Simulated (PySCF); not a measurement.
Compound: MoOBr3 (doublet state).
Cartesian coordinates in Å at the PBE0-D3(BJ)/def2-SVP level; atoms count from 1:
```xyz
5
Br3MoO angstrom
Mo     0.0717    0.0283    0.2347
O     -0.3368   -0.0493    1.8253
Br     2.3745   -0.0136   -0.4414
Br    -1.0779    1.8532   -0.8041
Br    -1.0315   -1.8186   -0.8145
```

Method used: PBE0-D3(BJ)/def2-SVP geometry optimisation, gas phase, def2 core potentials past Kr in PySCF 2.14.0.

(1) Which atoms are bound to Mo1, and at what distances?

(2) List the angles at Mo1.

(3) What is the shape at Mo1?

(4) What are the rotational constants (commonest isotopes, rigid rotor)?

Results:

(1) 4 atoms: O2 1.644 Å, Br5 2.394 Å, Br4 2.394 Å, Br3 2.400 Å.

(2) 
```csv
angle,degrees,distance of the outer atoms (Å)
O2–Mo1–Br3,120.7,3.53
Br3–Mo1–Br4,110.6,3.94
O2–Mo1–Br4,109.7,3.33
Br3–Mo1–Br5,107.8,3.87
O2–Mo1–Br5,105.9,3.25
Br4–Mo1–Br5,100.2,3.67
```

(3) Distorted tetrahedral: angles from 100.2° to 120.7°; τ4 = (360° − α − β)/141° = 0.91 with α and β the two widest (0 for a square, 1 for a tetrahedron).

(4) A = 756.5, B = 660.1, C = 436.1 MHz: an asymmetric top.

Point group: near C3v, missed by 0.24 Å at most; the miss may be what the optimiser left on a soft mode (Cs holds within 0.08 Å). Charge 0, doublet. ⟨S²⟩ = 0.756 (exact for a doublet: 0.75). Not checked by PBE0-D3(BJ)/def2-SVP frequencies.

Hardware: one thread of an x86-64 server, on a shared host. Cost: 3.6 min of wall time. That covers the optimisation of the geometry.

For an open-shell metal species like this, the optimisation's SCF solution wasn't tested for stability and no frequencies at its level were run, so a lower state or another shape may exist.
